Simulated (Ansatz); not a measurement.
Basis sets compared for Cu₆P⁻ (the lowest singlet isomer of a short search). Charge -1, multiplicity 1. Geometry PBE0-D4/def2-SVPD. Ansatz on 4 threads of Intel Xeon Platinum 8259CL on a shared host; times are rough, and most runs start from earlier orbitals.

Cartesian coordinates in Å:
```
P -1.7897 1.1406 0.9199
Cu -0.0909 -2.5101 -0.0672
Cu -1.4842 -0.4856 -0.6111
Cu 0.1661 1.5738 -0.0482
Cu 2.4545 1.3124 -0.8363
Cu 1.0107 -0.5547 -0.7898
Cu -0.2665 -0.4763 1.4327
```

The 6-31G sets use Cartesian d functions. B3LYP takes the VWN-RPA correlation. The restricted singlet is unstable towards broken spin symmetry in Hartree–Fock (as tested in another run); at PBE-D4/def2-TZVPD, B3LYP-D4/6-31G, B3LYP-D4/def2-TZVPD, PBE0-D4/def2-SVPD and others this wasn't settled. The structure comes from a short search, and lower isomers may exist.

```
            level  functions  energy (Eh)  HOMO (eV)  LUMO (eV)  wall time
 PBE-D4/def2-SVPD        228  -10181.6329      -0.42       0.69        9 s
   B3LYP-D4/6-31G        187  -10183.1050      -0.92       1.09       26 s
PBE0-D4/def2-SVPD        228  -10181.6240      -1.01       1.39       19 s
```

**Question.** Estimate the rows for PBE-D4/def2-TZVPD, B3LYP-D4/def2-TZVPD, PBE0-D4/def2-TZVPD.

**Answer.** 
| level | functions | energy (Eh) | HOMO (eV) | LUMO (eV) | wall time |
| --- | --- | --- | --- | --- | --- |
| PBE-D4/def2-TZVPD | 331 | -10183.2115 | -0.54 | 0.58 | 13 s |
| B3LYP-D4/def2-TZVPD | 331 | -10185.0789 | -1.07 | 1.09 | 37 s |
| PBE0-D4/def2-TZVPD | 331 | -10183.1542 | -1.14 | 1.30 | 36 s |
